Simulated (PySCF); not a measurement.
H₃O₃Re, SMILES [Re]([OH])([OH])[OH] (connectivity only; charge and spin as stated), neutral, multiplicity 3. Geometry: B3LYP-D3(BJ)/def2-SVP. The multiplicity is an assumed one; other spin states were not compared. The def2 effective core potentials stand for the cores of Re; spin–orbit coupling is left out. The values are those of a single conformer.

Computed with B3LYP-D3(BJ)/def2-SVP (PySCF 2.14.0).

Harmonic wavenumbers (cm⁻¹): 178, 184, 192, 432, 466, 488, 692, 702, 706, 730, 732, 746, 3718, 3719, 3724. Rotational constants (GHz): 5.419, 5.326, 2.748; symmetry number 1.

Q: Work out the zero-point energy and the ideal-gas rigid-rotor harmonic-oscillator thermochemistry at 298.15 K and 1 atm.

A: ZPE = ½ Σ hcν = ½ × 17410 cm⁻¹ = 24.89 kcal/mol. H − E(el) = 29.24 kcal/mol. Entropy in cal/(mol K): translation 42.29, rotation 25.81, vibration 10.85, spin 2.18, total 81.13. G − E(el) = 5.05 kcal/mol. Cp = 22.31 cal/(mol K).
